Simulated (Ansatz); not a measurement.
Compare A (`B/C=C\[SiH](N)F`) with its isomer B (`CB/N=C(/F)[SiH3]`).

Gas-phase electronic energies from Ansatz, PBE0-D4/def2-TZVP geometries. CBS: MP2 limit from def2 TZ/QZ plus the TZ coupled-cluster correction, frozen cores. Double bonds are as drawn, so ΔE can hold a change between cis and trans. DFT in def2-TZVPP. B3LYP here is the variant with VWN-RPA as its local correlation; programs differ in this. One conformer a species, not always the lowest.

A:

```xyz
13

B     0.9164    0.8744    1.9882
C     1.1571    1.2380    0.5123
C     0.4990    0.6269   -0.4912
Si   -0.7130   -0.7819   -0.3017
N    -1.0498   -1.3344   -1.8743
F    -2.0033   -0.2206    0.4714
H     1.3718    1.5330    2.8767
H     0.2533   -0.0845    2.2604
H     1.8442    2.0434    0.2514
H     0.6861    0.9656   -1.5132
H    -0.2358   -1.9388    0.4827
H    -1.2266   -0.6993   -2.6356
H    -1.4994   -2.2220   -2.0273
```

B:

```xyz
13

C    -1.773    1.702    0.338
B    -1.195    0.362    0.912
N    -0.394   -0.466    0.165
C     0.360   -1.185   -0.482
F    -0.156   -2.188   -1.250
Si    2.252   -1.104   -0.577
H    -2.867    1.683    0.390
H    -1.461    2.541    0.969
H    -1.478    1.910   -0.691
H    -1.429    0.005    2.034
H     2.644   -0.878   -1.989
H     2.693    0.015    0.286
H     2.804   -2.396   -0.104
```

Q: Which isomer does CCSD(T)/CBS put lower? Give the gap. (An estimate is asked.)

A: Ansatz gave: A, by 164.8 kJ/mol.

Q: Give E(B) − E(A) in kJ/mol with CCSD(T)/def2-TZVPP, HF/def2-TZVPP, ωB97M-V, B3LYP-D4, B2PLYP, PBE0-D4, r2SCAN-D4. (An estimate is asked.)

A: Computed: CCSD(T)/def2-TZVPP 155.0, HF/def2-TZVPP 171.5, ωB97M-V 147.4, B3LYP-D4 135.7, B2PLYP 144.2, PBE0-D4 129.9, r2SCAN-D4 130.0. None reverses the order clearly.

Largest T1 diagnostic: 0.014.

The D4 term adds +6.5 kJ/mol with B3LYP and +3.2 kJ/mol with PBE0; it sums over pairs of atoms, weighted by their polarisabilities, and B3LYP, whose exchange is more repulsive, gets the larger term. In def2-TZVPP, CCSD(T) changes the Hartree–Fock value by −16.5 kJ/mol (the triples alone add −5.4 kJ/mol) and MP2 by −7.1 kJ/mol.
